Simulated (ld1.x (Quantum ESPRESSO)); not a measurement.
## Before and after: RRKJ potential for gold (Au)

Au, norm-conserving RRKJ (Kleinman–Bylander form), made with ld1.x (Quantum ESPRESSO) 7.5 (PBE, fully relativistic). Core [Xe] 4f14, reference 5d10 6s0 6p0 (charge +1). Waves: 6p (bound, empty): rc 2.20 bohr; 5d (bound): rc 1.70 bohr; 6s (bound, empty): rc 1.90 bohr. Local part: the s channel. Core correction: none.

Open shells are filled in proportion to 2j + 1 (rel_dist='average').

Change: core correction a·sin(br)/r model core inside 1.50 bohr.

Cutoffs: the cutoffs (Ry, on a coarse ladder) from which the occupation-weighted sum of valence levels, in a spherical-Bessel basis at the reference potential, stays within 10 and 1 mRy of its value at 400 Ry; they do not see the model core or the augmentation charge, which bear on the density cutoff. Errors are all-electron minus pseudo energies relative to the spin-unpolarised reference configuration.

Question: What does the change do?

Answer: The potential gets neither clearly harder nor softer (40 Ry and 55 Ry → 40 Ry and 55 Ry); of the 7 tests that both files solve, the error grows in 5 and shrinks in 1 by more than 15 % and 0.3 meV (median size 53.3 → 96.8 meV); neither file shows a bound ghost. A model core, the more so a compact one, raises the density cutoff, which this test does not measure.

```tsv
quantity	base	changed
cutoff, loose	40 Ry	40 Ry
cutoff, tight	55 Ry	55 Ry
bound ghosts	none	none
error for 5d10 6s1 6p0, meV [ΔE -9.43 eV]	+9.4	-9.1
error for 5d9 6s0 6p0, meV [ΔE 21.23 eV]	-50	-73
error for 5d8 6s0 6p0, meV [ΔE 55.11 eV]	-259	-376
error for 5d9 6s2 6p0, meV [ΔE -7.72 eV]	-53	-102
error for 5d7 6s0 6p0, meV [ΔE 102.80 eV]	-696	-1022
error for 5d9 6s1 6p1, meV [ΔE -1.98 eV]	-66	-97
error for 5d10 6s0.5 6p0, meV [ΔE -5.64 eV]	+3.0	-2.5
s: phases at 2.40 bohr within 0.05 rad from the reference energy up to (Ry; the scan ends near 5)	1.8	1.8
p1/2: phases at 2.40 bohr within 0.05 rad from the reference energy up to (Ry; the scan ends near 5)	4.5	4.5
p3/2: phases at 2.40 bohr within 0.05 rad from the reference energy up to (Ry; the scan ends near 5)	0.2	0.2
d3/2: phases at 2.40 bohr within 0.05 rad from the reference energy up to (Ry; the scan ends near 5)	1.1	1.1
d5/2: phases at 2.40 bohr within 0.05 rad from the reference energy up to (Ry; the scan ends near 5)	1.3	1.3
```
